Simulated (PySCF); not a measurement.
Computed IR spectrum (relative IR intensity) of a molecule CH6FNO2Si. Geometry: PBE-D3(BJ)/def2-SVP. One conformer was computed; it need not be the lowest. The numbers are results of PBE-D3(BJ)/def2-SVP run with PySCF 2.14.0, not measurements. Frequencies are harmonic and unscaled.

Lines under 2 % of the strongest are left out, and lines within 2 cm⁻¹ are merged.

| ν (cm⁻¹) | relative intensity |
|---|---|
| 145 | 2.1 |
| 207 | 13 |
| 251 | 9.6 |
| 300 | 12 |
| 326 | 11 |
| 334 | 11 |
| 353 | 34 |
| 425 | 22 |
| 460 | 37 |
| 798 | 54 |
| 802 | 61 |
| 891 | 34 |
| 930 | 100 |
| 954 | 38 |
| 1061 | 9.9 |
| 1146 | 40 |
| 1357 | 32 |
| 1398 | 3.7 |
| 1451 | 2.9 |
| 2926 | 33 |
| 2986 | 15 |
| 3053 | 4.1 |
| 3532 | 8.5 |
| 3768 | 35 |
| 3772 | 20 |

Question: Which molecule gave these data?
A. CN[Si](O)(O)F
B. NC[Si](O)(O)F
C. CO[Si@](N)(O)F
D. N[Si](O)(O)CF

Answer: A, CN[Si](O)(O)F
